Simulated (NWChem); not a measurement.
Molecule: hexafluorodisilane (Si2F6); SMILES F[Si](F)(F)[Si](F)(F)F

```xyz
8

F     -1.4976     0.0373    -1.7195
Si     0.0000     0.0000    -1.1580
F      0.7811     1.2783    -1.7195
F      0.7165    -1.3156    -1.7195
Si     0.0000     0.0000     1.1580
F     -0.7085     1.3200     1.7195
F     -0.7889    -1.2735     1.7195
F      1.4974    -0.0464     1.7195
```
Atoms are numbered in this order, from 1.

Program: NWChem. Medium grid unless said otherwise, to which SCAN and Minnesota functionals are sensitive. Coordinates come from a PBE0/def2-SVP optimisation. Level r2SCAN/def2-SVP: energy and gradient; each run changes one setting, and changes count from the defaults (medium grid, exact Coulomb integrals, symmetry on).

```csv
setting,size of the energy change (μHa),largest change of a gradient component (μHa/bohr),"time, defaults = 1 (rough)"
defaults,< 10,< 30,about 1
"Coulomb fitting, Ahlrichs set",900,40,about 1
symmetry off,< 10,other frame,3
extra-fine grid,800,70,2
```
